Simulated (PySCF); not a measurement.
C2H2BF2N, SMILES FB1C=N[C@H]1F.

Geometry optimised at PBE0-D3(BJ)/def2-SVP. The structure was generated by enumeration; whether it is a known compound was not checked.

Computed with PBE0-D3(BJ)/def2-SVP in PySCF.

Harmonic, unscaled wavenumbers; measured fundamentals usually lie a few per cent lower.

| mode | ν (cm⁻¹) | IR (km/mol) | Raman (Å⁴/amu) | depolarisation | moving atoms (share of kinetic energy) |
|---|---|---|---|---|---|
| 1 | 140 | 15.3 | 1.4 | 0.68 | F 40 %, N 28 %, C 16 %, B 11 % |
| 2 | 208 | 0.1 | 0.7 | 0.75 | F 73 %, N 12 %, C 11 % |
| 3 | 383 | 5.0 | 3.4 | 0.69 | C 29 %, F 28 %, B 18 %, H 14 %, N 12 % |
| 4 | 493 | 7.4 | 1.4 | 0.74 | N 27 %, C 26 %, F 24 %, B 13 %, H 10 % |
| 5 | 602 | 8.0 | 2.8 | 0.74 | F 37 %, C 32 %, N 15 %, B 8 % |
| 6 | 681 | 16.1 | 9.6 | 0.13 | B 57 %, F 20 %, C 12 %, N 8 % |
| 7 | 832 | 64.5 | 4.6 | 0.16 | C 44 %, H 22 %, F 17 %, B 10 % |
| 8 | 920 | 15.7 | 2.8 | 0.69 | H 51 %, C 25 %, N 21 % |
| 9 | 982 | 17.8 | 4.6 | 0.09 | C 49 %, H 30 %, N 18 % |
| 10 | 1032 | 62.2 | 8.5 | 0.70 | B 48 %, H 27 %, C 17 % |
| 11 | 1149 | 78.0 | 3.1 | 0.58 | H 56 %, C 30 %, F 12 % |
| 12 | 1225 | 51.5 | 4.6 | 0.47 | C 41 %, H 34 %, F 17 % |
| 13 | 1271 | 26.8 | 2.3 | 0.58 | H 53 %, C 24 %, N 10 %, B 10 % |
| 14 | 1371 | 59.0 | 7.8 | 0.73 | H 70 %, C 21 % |
| 15 | 1515 | 331.4 | 2.6 | 0.12 | B 63 %, C 16 %, F 15 % |
| 16 | 1602 | 9.8 | 15.2 | 0.10 | C 50 %, N 44 % |
| 17 | 3120 | 10.2 | 107.0 | 0.30 | H 92 % |
| 18 | 3207 | 3.5 | 129.9 | 0.30 | H 91 %, C 9 % |
